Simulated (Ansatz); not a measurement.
**Ligand exchange: C2H8O2Si2 + CH4MgO2 → C2H8O3Si2 + CH4MgO**

Species: C2H8O2Si2 `C=C[SiH](O)[SiH2]O`, singlet; CH4MgO2 `C[O][Mg][OH]`, singlet; C2H8O3Si2 `C=C[SiH](O)[SiH](O)O`, singlet; CH4MgO `C[O][MgH]`, singlet. The partners trade H for OH: Si–H and Mg–OH bonds give way to Si–OH and Mg–H.

Shapes, held fixed at every level: PBE0-D4/def2-TZVP. Flexible molecules stand in one conformer, not always the lowest. Programs: Ansatz 0.2.0. Electronic energies: no zero-point or thermal term.

Q: Estimate ΔE of this reaction.

A: The highest level, CCSD(T)/def2-TZVPP, gives ΔE = +6.4 kJ/mol; the levels span +1.7 to +13.0. The column of differences is taken from that level and isn't an error. No measured value is set beside it here. Correlated rows may include outer-core shells of Mg, which these sets cover unevenly.

```csv
level,kind,ΔE (kJ/mol),less CCSD(T)/def2-TZVPP
PBE-D4/def2-TZVPP,GGA,+4.4,-2.0
r2SCAN-D4/def2-TZVPP,meta-GGA,+7.7,+1.3
B3LYP-D4/def2-TZVPP,global hybrid,+4.5,-1.9
PBE0-D4/def2-TZVPP,global hybrid,+3.7,-2.7
wB97M-V/def2-TZVPP,range-separated hybrid,+1.7,-4.7
MP2/def2-TZVPP,perturbation theory,+13.0,+6.6
CCSD(T)/def2-TZVPP,coupled cluster or CI,+6.4,0.0
```
